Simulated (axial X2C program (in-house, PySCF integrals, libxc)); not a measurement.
## Potential curves of InBr, with spin–orbit coupling

Computed with an axial X2C code built on PySCF integrals. Two-component (2c) means X2C with spin–orbit coupling and atomic mean-field two-electron Coulomb and Gaunt terms. Basis: In dyall-cv3z [11s12p9d4f1g], Br dyall-cv3z [8s9p6d4f1g] (cores contracted in-house); Gaussian nuclei, density fitting, unrestricted open shells. Masses: In 114.904 u, Br 78.918 u.

State: Ω = 0 (closed shell). Energies in eV from the fragments at the same level (In + Br). Fits are polynomials in 1 − R0/R over 0.85 to 1.23 times the lowest point R0.

```tsv
R (Å)	MP2	HF
2.2359	-3.2455	-1.9304
2.3387	-3.6387	-2.3780
2.4158	-3.7992	-2.5716
2.4929	-3.8759	-2.6762
2.5700	-3.8896	-2.7140
2.6599	-3.8469	-2.6961
2.7499	-3.7590	-2.6303
2.8655	-3.6019	-2.4990
3.0069	-3.3697	-2.2957
3.2125	-2.9996	-1.9639
```

Correlated methods: 20 electrons correlated (number of frozen shells: In 4 s, 3 p, 1 d; Br 3 s, 2 p, 1 d), 274 virtual spin orbitals or spinors in MP2.

The state is one determinant whose occupation by symmetry is held fixed; it was picked as the lowest of a PBE0 search that is not exhaustive. Closed shells are restricted here (equal orbitals for both partners); the stretched side of such a curve lies too high. Dissociation energies refer to the lowest single-determinant-based atoms at the same level and basis. MP2 and coupled cluster on one determinant become unreliable at the stretched end.

Task: What are Re, ωe and De at the MP2 level?

Result: At MP2, 2c: Re = 2.551 Å, ωe ≈ 222 cm⁻¹, De = 3.89 eV to In + Br; Be follows as 0.0554 cm⁻¹.

Task: Fit the HF curve near its minimum: give the equilibrium distance, the harmonic wavenumber and the well depth.

Result: At HF, 2c: Re = 2.587 Å, ωe ≈ 213 cm⁻¹, De = 2.72 eV to In + Br; Be follows as 0.0538 cm⁻¹.
